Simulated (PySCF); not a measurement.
How PBE and PBE0 compare on the dipole moment of molecules with a metal or metalloid centre.

Values in D, from PySCF. Where two bases are given, the first is that of PBE. PBE0 is a level with its own limits.

```tsv
system	basis	PBE	PBE0	PBE − PBE0
Ga(Vi)(OMe)2 singlet	def2-TZVP	1.01	1.11	-0.10
Al(Br)(Me)(Vi) singlet	def2-TZVP	2.17	2.27	-0.09
Zn(F)(Cl) singlet	def2-TZVP	0.59	0.60	-0.01
Si(H)(OH)2(NH2) singlet	def2-TZVP	1.40	1.43	-0.03
Si(F)(I)2(Me) singlet	def2-TZVP	1.89	1.96	-0.08
Te(OMe)(SH) singlet	def2-TZVP	0.27	0.39	-0.11
C[Si](C)(C)[CH2][Ge]([Cl])([Cl])[Cl] singlet	def2-SVP	3.10	3.23	-0.13
Ga(F)(GeH3)2 singlet	def2-TZVP	1.93	2.08	-0.14
Ga(H)3(HOMe) singlet	def2-TZVP	4.23	4.28	-0.04
B(All)2(Me) singlet	def2-SVP	0.90	0.85	0.04
B(Et)2(OH) singlet	def2-SVP	1.42	1.46	-0.04
Ge(F)(Br)2(Me) singlet	def2-TZVP	2.68	2.77	-0.10
Ga(H)2(Me)(NH3) singlet	def2-TZVP	4.88	4.90	-0.03
Ge(OMe)3(SiH3) singlet	def2-SVP	1.09	1.23	-0.14
Ge(Et)2(NH2)2 singlet	def2-SVP	0.48	0.59	-0.11
Ti(Cps)(OMe)3 singlet	def2-SVP	1.30	1.10	0.19
Cl[SiH2][SiH2]c1ccccc1 singlet	def2-SVP	2.18	2.33	-0.15
N[SiH2]S singlet	def2-TZVP	2.25	2.28	-0.03
CC(C)[SiH2][SiH2][SiH3] singlet	def2-SVP	0.75	0.72	0.03
COC(=O)[SiH2]c1ccco1 singlet	def2-SVP	2.37	2.47	-0.10
CC(C)c1ccc([SiH3])s1 singlet	def2-SVP	1.25	1.25	0.00
CC(C)/C=C\[Si](F)(F)F singlet	def2-SVP	3.46	3.72	-0.26
CC[SiH2]CC singlet	def2-SVP	0.70	0.67	0.03
C[Si](C)(C)/C=[CH]\[GeH3] singlet	def2-SVP	0.69	0.67	0.02
```

The mean difference from PBE0 is -0.06 D (median -0.06) and the mean absolute one 0.09 D (median 0.08); PBE lies above in 5 and below in 19 of 24 cases. It is closest for CC(C)c1ccc([SiH3])s1 singlet (0.00), Zn(F)(Cl) singlet (-0.01), C[Si](C)(C)/C=[CH]\[GeH3] singlet (0.02) and furthest off for CC(C)/C=C\[Si](F)(F)F singlet (-0.26), Ti(Cps)(OMe)3 singlet (0.19), Cl[SiH2][SiH2]c1ccccc1 singlet (-0.15).
